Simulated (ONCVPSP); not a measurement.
**Building the ONCV potential for nickel (LDA (Perdew-Wang 92), scalar-relativistic).**

The input file (ONCVPSP 4.0.1):

```
# ATOM AND REFERENCE CONFIGURATION
# atsym  z   nc   nv     iexc    psfile
  Ni 28.00    3    5  -001012      upf
#
#   n    l    f
    1    0    2.00
    2    0    2.00
    2    1    6.00
    3    0    2.00
    3    1    6.00
    3    2    8.00
    4    0    1.50
    4    1    0.50
#
# PSEUDOPOTENTIAL AND OPTIMIZATION
# lmax
    2
#
#   l,   rc,      ep,       ncon, nbas, qcut
    0    1.25    0.00    4    8   10.80
    1    1.45    0.00    4    8    8.80
    2    1.55    0.00    4    9   11.40
#
# LOCAL POTENTIAL
# lloc, lpopt,  rc(5),   dvloc0
    4    5    0.90    0.00
#
# VANDERBILT-KLEINMAN-BYLANDER PROJECTORs
# l, nproj, debl
    0    2    2.00
    1    2    3.80
    2    3    1.30
#
# MODEL CORE CHARGE
# icmod, fcfact, rcfact
    3    5.00    1.10
#
# LOG DERIVATIVE ANALYSIS
# epsh1, epsh2, depsh
   -6.00    5.00    0.04
#
# OUTPUT GRID
# rlmax, drl
    6.00    0.01
#
# TEST CONFIGURATIONS
# ncnf
    4
# nvcnf
#   n    l    f
    5
    3    0    2.00
    3    1    6.00
    3    2    8.00
    4    0    2.00
    4    1    0.00
#
    5
    3    0    2.00
    3    1    6.00
    3    2    8.00
    4    0    1.00
    4    1    0.00
#
    5
    3    0    2.00
    3    1    6.00
    3    2    8.00
    4    0    0.00
    4    1    0.00
#
    5
    3    0    2.00
    3    1    6.00
    3    2    9.00
    4    0    1.00
    4    1    0.00
#
```

Command:

```bash
oncvpsp.x < Ni.dat > Ni.out
```

Resulting log (shortened: citation, most of the input echo, consistency checks and plot data are left out):

```
ONCVPSP  (Optimized Norm-Conservinng Vanderbilt PSeudopotential)
scalar-relativistic version 4.0.1

#   n    l    f        energy (Ha)
    1    0    2.00    -3.0120293E+02
    2    0    2.00    -3.6044121E+01
    2    1    6.00    -3.1058269E+01
    3    0    2.00    -4.0986757E+00
    3    1    6.00    -2.6566661E+00
    3    2    8.00    -3.7287512E-01
    4    0    1.50    -2.3979607E-01
    4    1    0.50    -6.7887080E-02

Reference configufation results
  iterations    35
  all-electron total energy (Ha)   -1.51797560D+03

Begin loop to  construct optimized pseudo wave functions
and semi-local pseudopoentials for all angular momenta

Calculating optimized projector #   1

 for l=   0

    Fraction of norm inside rc  0.947730
    Optimizing pswf for qcut=  10.79 a_B^-1,  ecut=  58.18 Ha
    Residual kinetic energy error=  3.35D-07 Ha

    Energy error per electron        Cutoff
         Ha          eV             Ha
         0.01000     0.27211       26.54
         0.00100     0.02721       37.15
         0.00010     0.00272       44.85
         0.00001     0.00027       50.40

Calculating optimized projector #   2

 for l=   0

    Fraction of norm inside rc  0.041954
    Optimizing pswf for qcut=  10.79 a_B^-1,  ecut=  58.18 Ha
    Residual kinetic energy error=  3.65D-07 Ha

    Energy error per electron        Cutoff
         Ha          eV             Ha
         0.01000     0.27211        9.47
         0.00100     0.02721       31.50
         0.00010     0.00272       41.82
         0.00001     0.00027       49.44

Calculating optimized projector #   1

 for l=   1

    Fraction of norm inside rc  0.962754
    Optimizing pswf for qcut=   8.80 a_B^-1,  ecut=  38.70 Ha
    Residual kinetic energy error=  2.40D-05 Ha

    Energy error per electron        Cutoff
         Ha          eV             Ha
         0.01000     0.27211       25.95
         0.00100     0.02721       31.53
         0.00010     0.00272       35.84
         0.00001     0.00027       60.89

Calculating optimized projector #   2

 for l=   1

    Fraction of norm inside rc  0.022092
    Optimizing pswf for qcut=   8.80 a_B^-1,  ecut=  38.70 Ha
    Residual kinetic energy error=  3.41D-06 Ha

    Energy error per electron        Cutoff
         Ha          eV             Ha
         0.01000     0.27211       16.83
         0.00100     0.02721       24.98
         0.00010     0.00272       31.45
         0.00001     0.00027       36.46

   Wellstate for l =  2  n =  4
     eigenvalue =   0.9271
     asymptotic potential =   1.4271
     half-point radius =  2.9153

   Wellstate for l =  2  n =  5
     eigenvalue =   2.2271
     asymptotic potential =   2.7271
     half-point radius =  3.3134

Calculating optimized projector #   1

 for l=   2

    Fraction of norm inside rc  0.850519
    Optimizing pswf for qcut=  11.40 a_B^-1,  ecut=  64.96 Ha
    Residual kinetic energy error=  2.83D-07 Ha

    Energy error per electron        Cutoff
         Ha          eV             Ha
         0.01000     0.27211       39.80
         0.00100     0.02721       47.10
         0.00010     0.00272       53.15
         0.00001     0.00027       57.69

Calculating optimized projector #   2

 for l=   2

    Fraction of norm inside rc  0.132719
    Optimizing pswf for qcut=  11.40 a_B^-1,  ecut=  64.96 Ha
    Residual kinetic energy error=  4.71D-07 Ha

    Energy error per electron        Cutoff
         Ha          eV             Ha
         0.01000     0.27211       38.37
         0.00100     0.02721       46.97
         0.00010     0.00272       53.86
         0.00001     0.00027       58.97

Calculating optimized projector #   3

 for l=   2

    Fraction of norm inside rc  0.125354
    Optimizing pswf for qcut=  11.40 a_B^-1,  ecut=  64.96 Ha
    Residual kinetic energy error=  1.85D-06 Ha

    Energy error per electron        Cutoff
         Ha          eV             Ha
         0.01000     0.27211       40.66
         0.00100     0.02721       49.48
         0.00010     0.00272       56.15
         0.00001     0.00027       61.75

Construct Vanderbilt / Kleinmman-Bylander projectors

B matrix Hermiticity error, ll=   0
   1   2    4.2970E-04

  Orthonormal projector coefficients  1.4326E+01  2.3872E+00

B matrix Hermiticity error, ll=   1
   1   2    1.6221E-04

  Orthonormal projector coefficients  7.0935E+00 -8.1526E-01

B matrix Hermiticity error, ll=   2
   1   2    1.6161E-04
   1   3   -2.4656E-04
   2   3    7.7593E-05

  Orthonormal projector coefficients -9.5576E+00 -4.8163E+00 -1.0930E+00

Model core correction analysis
  based on d2Exc/dn_idn_j

d2excae - all-electron derivatives

   -4.134254D-02   -3.875851D-02   -2.918319D-02   -2.298948D-03
   -8.343472D-04
   -3.875863D-02   -3.728092D-02   -2.863428D-02   -2.789555D-03
   -9.872299D-04
   -2.918348D-02   -2.863446D-02   -2.611097D-02   -7.129279D-03
   -3.030843D-03
   -2.298939D-03   -2.789473D-03   -7.127842D-03   -3.018856D-02
   -2.348271D-02
   -8.343587D-04   -9.872312D-04   -3.030118D-03   -2.346631D-02
   -3.113819D-02

d2excps - pseudofunction derivatives with no core correction

   -4.995844D-02   -4.230088D-02   -3.014230D-02   -3.014820D-03
   -1.026779D-03
   -4.230154D-02   -3.990867D-02   -3.101840D-02   -3.030661D-03
   -1.086117D-03
   -3.014263D-02   -3.101857D-02   -2.799107D-02   -7.049067D-03
   -3.039564D-03
   -3.014987D-03   -3.030593D-03   -7.047630D-03   -3.023677D-02
   -2.349351D-02
   -1.026819D-03   -1.086124D-03   -3.038840D-03   -2.347711D-02
   -3.114181D-02

rms 2nd derivative error    2.229194E-03

rmatch, rhocmatch    0.3871   48.6426

Teter function model core charge with specified parameters

d2excps - pseudofunction derivatives with core correction

   -4.313206D-02   -3.960069D-02   -2.942638D-02   -2.560255D-03
   -9.391070D-04
   -3.960079D-02   -3.854989D-02   -3.059603D-02   -2.853941D-03
   -1.042919D-03
   -2.942657D-02   -3.059618D-02   -2.783992D-02   -7.003219D-03
   -3.026458D-03
   -2.560259D-03   -2.853863D-03   -7.001782D-03   -3.020645D-02
   -2.348775D-02
   -9.391233D-04   -1.042923D-03   -3.025733D-03   -2.347135D-02
   -3.114044D-02

rms 2nd derivative error    8.304386E-04

Pseudoatom total energy -164.836945

Diagnostic tests using Vanderbilt-Kleinman-Bylander pseudopotentials
  1 or more projectors used as specified by nproj input data

   l    rcore       rmatch      e in        delta e   norm test  slope test

   0   1.2503915   1.2883561  -4.0986757   0.0000073   1.0002171   1.0002020
   0   1.2503915   1.2883561  -0.2397961   0.0000065   1.0000490   1.0000392

   1   1.4520967   1.4961855  -2.6566661  -0.0000041   1.0001829   1.0001764
   1   1.4520967   1.4961855  -0.0678871   0.0000025   1.0000405   1.0000371

   2   1.5508626   1.5979501  -0.3728751  -0.0000039   1.0001274   1.0001358
   2   1.5508626   1.5979501   0.9271249   0.0000108   1.0002312   1.0002312
   2   1.5508626   1.5979501   2.2271249   0.0000379   1.0002309   1.0002309

 Testing for bound ghosts
   n   l    E NL Schr. Eq   E Basis Diag.   E Cutoff

   1   0       -4.098668       -4.098667    168.94
   2   0       -0.239790       -0.087713    168.94

   2   1       -2.656670       -2.656668    144.44
   3   1       -0.067885        0.101272    144.44

   3   2       -0.372879       -0.371880    230.62

 Testing for highly-localized positive-energy ghosts
       l    <radius>/rc     E Basis Diag.   E Cutoff

Test configuration 0

   n   l     f        eae           eps        diff
   1   0  2.0000 -301.20293209
   2   0  2.0000  -36.04412086
   2   1  6.0000  -31.05826895
   3   0  2.0000   -4.09867571   -4.09866842    7.29D-06
   3   1  6.0000   -2.65666612   -2.65667022   -4.10D-06
   3   2  8.0000   -0.37287512   -0.37287903   -3.90D-06
   4   0  1.5000   -0.23979607   -0.23978956    6.51D-06
   4   1  0.5000   -0.06788708   -0.06788453    2.55D-06

    Total energies and differences
      AE_ref= -1.51797560D+03  AE_tst= -1.51797560D+03  dif=  0.00D+00
      PS_ref= -1.64836945D+02  PS_tst= -1.64836945D+02  dif=  0.00D+00
      PSP excitation error=  0.00D+00

Test configuration 1

   n   l     f        eae           eps        diff
   1   0  2.0000 -301.16499621
   2   0  2.0000  -36.00806778
   2   1  6.0000  -31.02210308
   3   0  2.0000   -4.06083458   -4.06063094    2.04D-04
   3   1  6.0000   -2.61874951   -2.61865733    9.22D-05
   3   2  8.0000   -0.33590010   -0.33574234    1.58D-04
   4   0  2.0000   -0.21533508   -0.21535869   -2.36D-05

    Total energies and differences
      AE_ref= -1.51797560D+03  AE_tst= -1.51806003D+03  dif= -8.44D-02
      PS_ref= -1.64836945D+02  PS_tst= -1.64921385D+02  dif= -8.44D-02
      PSP excitation error=  1.10D-05

Test configuration 2

   n   l     f        eae           eps        diff
   1   0  2.0000 -301.50453291
   2   0  2.0000  -36.34041251
   2   1  6.0000  -31.35507187
   3   0  2.0000   -4.39856387   -4.39877600   -2.12D-04
   3   1  6.0000   -2.95686622   -2.95699005   -1.24D-04
   3   2  8.0000   -0.67117590   -0.67157484   -3.99D-04
   4   0  1.0000   -0.49632983   -0.49621607    1.14D-04

    Total energies and differences
      AE_ref= -1.51797560D+03  AE_tst= -1.51770746D+03  dif=  2.68D-01
      PS_ref= -1.64836945D+02  PS_tst= -1.64568807D+02  dif=  2.68D-01
      PSP excitation error=  1.05D-05

Test configuration 3

   n   l     f        eae           eps        diff
   1   0  2.0000 -301.89807023
   2   0  2.0000  -36.72270517
   2   1  6.0000  -31.73833666
   3   0  2.0000   -4.78763583   -4.78878867   -1.15D-03
   3   1  6.0000   -3.34620687   -3.34685293   -6.46D-04
   3   2  8.0000   -1.05508246   -1.05639671   -1.31D-03

    Total energies and differences
      AE_ref= -1.51797560D+03  AE_tst= -1.51705871D+03  dif=  9.17D-01
      PS_ref= -1.64836945D+02  PS_tst= -1.63920249D+02  dif=  9.17D-01
      PSP excitation error=  1.94D-04

Test configuration 4

   n   l     f        eae           eps        diff
   1   0  2.0000 -300.98234218
   2   0  2.0000  -35.80409341
   2   1  6.0000  -30.82032329
   3   0  2.0000   -3.87621549   -3.87584238    3.73D-04
   3   1  6.0000   -2.43874729   -2.43817366    5.74D-04
   3   2  9.0000   -0.18076388   -0.18144956   -6.86D-04
   4   0  1.0000   -0.17384203   -0.17325240    5.90D-04

    Total energies and differences
      AE_ref= -1.51797560D+03  AE_tst= -1.51812024D+03  dif= -1.45D-01
      PS_ref= -1.64836945D+02  PS_tst= -1.64982348D+02  dif= -1.45D-01
      PSP excitation error=  7.70D-04
```

The run took about 4.4 s on one core of a shared server CPU.
